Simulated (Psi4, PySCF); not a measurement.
C4H10AlFO (SMILES CC(C)[O][Al]([CH3])[F]), singlet, at a GFN2-xTB geometry (such geometries of metal compounds can be far from the true shape), atoms displaced at random by about 0.03 Å a coordinate. Base run: PySCF with R2SCAN/STO-3G, gradient.

PySCF was given this input:
```python
from pyscf import gto, scf, dft

mol = gto.M(
    atom='''
Al   -0.15782387    0.45162837    1.14440976
F    -1.19227488   -0.27340134    2.15919870
C     0.57412940    2.21921205    1.66936524
H     1.62525213    2.27486880    1.73593576
H     0.17155800    2.64874978    2.67191593
H     0.31490978    3.02387382    0.91221052
O     0.24054362   -0.25236844   -0.21266223
C     0.58478143   -0.87568638   -1.42804664
C     0.58239337    0.15868724   -2.50516337
C    -0.50494815   -1.99423347   -1.68409432
H     1.61395498   -1.29830542   -1.36932903
H    -0.42372225    0.58473033   -2.59835261
H     0.81414153   -0.26568483   -3.50530426
H     1.23222807    0.92509545   -2.35242816
H    -0.45763885   -2.71587651   -0.85657306
H    -1.47062516   -1.61241430   -1.79643107
H    -0.20671785   -2.53654926   -2.63392106
''',
    basis='sto-3g',
    verbose=3,
)

mf = dft.RKS(mol)
mf.xc = 'r2scan'
mf.kernel()
g = mf.nuc_grad_method()
grad = g.kernel()
```

Programs used: Psi4, PySCF; a row that names a program was run with it.

The coordinate followed is x of atom 7.

Each row names what was changed in the base input (with any setting that the change needs).

```csv
change,dE/dx (Eh/bohr),net force (Eh/bohr)
base,-0.012025,0.006091
grids.level = 5; grid_response = off,-0.012246,0.000948
conv_tol = 1e-4,-0.011979,0.006092
conv_tol = 1e-11,-0.012025,0.006091
density fitting = on,-0.012021,0.006090
finite difference step (bohr) = 1e-4; conv_tol = 1e-11,-0.012442,-
grids.level = 0; grid_response = off,-0.012094,0.083655
grids.level = 1; grid_response = off,-0.013400,0.004055
density fitting = on; auxbasis_response = off,-0.011671,0.009613
finite difference step (bohr) = 0.01; conv_tol = 1e-11,-0.012442,-
code = psi4,-0.012371,0.006208
grid_response = on,-0.012442,0.000000
```

The net force is zero for an exact gradient.
